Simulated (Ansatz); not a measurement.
Reaction (SMILES): F[As](F)F [trifluoroarsane] -> F[As](F)F as doublet, charge -1 (an electron is taken up)
Structures are relaxed separately at B3LYP-D3(BJ)/def2-TZVP in Ansatz (a program for electronic structure). A spin state is the lowest found, not a proven ground state.

Wanted: adiabatic electron affinity (electronic energy difference), positive where the reaction releases energy, in eV. Correlated levels leave the core frozen unless marked. Open shells are spin-unrestricted. No spin-orbit coupling. The frozen core is the preceding noble-gas configuration, with the filled d and f shells of earlier blocks. No relativistic terms. Anions need diffuse functions: aug- sets have them; def2-D sets add few; the other sets have none. CBS marks a two-point X^-3 extrapolation of the correlation energy; Hartree-Fock from the larger set. The bracket is a focal-point correction in the basis named.

```tsv
level	program	adiabatic electron affinity (eV)
HF/cc-pVQZ	Ansatz	-0.30
r2SCAN/def2-TZVPD	Ansatz	0.57
B3LYP-D4/def2-TZVPD	Ansatz + dftd4	0.78
PBE0/def2-TZVP	Ansatz	0.39
```

Q: What does RI-MP2/CBS(aug-cc-pVTZ,aug-cc-pVQZ)+[CCSD(T)-MP2]/aug-cc-pVDZ (Ansatz) give?

A: 0.43 eV, so PBE0/def2-TZVP differs from it by -0.04 eV.
